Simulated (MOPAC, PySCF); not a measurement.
Ligands exchanged one at a time, Sn H-F. Isolated molecules, 0 K electronic values unless said otherwise. Strings in code marks are SMILES.

Quantity: vertical ionisation energy (energy after one electron is removed minus that of the parent at the parent's geometry), in eV.

Level 1: B3LYP-D3(BJ)/def2-TZVP // PBE0-D4/def2-TZVP (PySCF)
Level 2: PBE/6-31G* (LANL2DZ on Sn) // PBE0-D4/def2-TZVP (PySCF)
Level 3: minus the HOMO energy of PM3 // PBE0-D4/def2-TZVP (MOPAC)
Level 4: HF/6-31G* (LANL2DZ on Sn) // PBE0-D4/def2-TZVP (PySCF)

```json
[
 {"species": "`[SnH4]`", "level 1": "11.52", "level 2": "11.47", "level 3": "12.86", "level 4": "11.33"}
]
```
